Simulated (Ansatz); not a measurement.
Reaction (SMILES): COC(C)C → CO[C](C)C + H atom (the C-H bond at the site shown breaks; other sites are not compared here)
Each molecule is optimised on its own at B3LYP-D3(BJ)/def2-TZVP (Ansatz, an electronic-structure program), one conformer each, not searched for the lowest.

Quantity: bond dissociation energy (electronic energy difference), in kcal/mol. Cores are frozen in the correlated levels unless marked. Open shells are spin-unrestricted. Spin-orbit coupling is left out. Non-relativistic. CBS marks a two-point X^-3 extrapolation of the correlation energy; Hartree-Fock from the larger set.

CCSD(T)/CBS(cc-pVTZ,cc-pVQZ) (Ansatz) gives 102.3 kcal/mol.

Question: Another calculation gave 95.7 kcal/mol. Which level was it?
A) CAM-B3LYP/def2-TZVPD (Ansatz)
B) PBE0/def2-TZVPD (Ansatz)
C) revPBE/def2-TZVPD (Ansatz)
D) SVWN5/def2-TZVPD (Ansatz)

Answer: B, PBE0/def2-TZVPD (Ansatz). The others give 98.3 (CAM-B3LYP), 92.7 (revPBE), 104.9 (SVWN5) kcal/mol.
